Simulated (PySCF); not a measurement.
A structure optimised at B3LYP-D3(BJ)/def2-SVP, used in a PySCF frequency run:

```
Rh
O 1 1.6828
O 1 1.6828 2 109.47
O 1 1.6828 2 109.47 3 120.00
O 1 1.6828 2 109.47 3 -120.00
```
Charge +1, spin multiplicity 1.

Task: Write its SMILES, formula and point group.

Result: [O]=[Rh+](=[O])(=[O])=[O], O4Rh, Td

Task: What are its rotational constants (standard atomic weights)?

Result: 4.1829, 4.1829, 4.1829 GHz
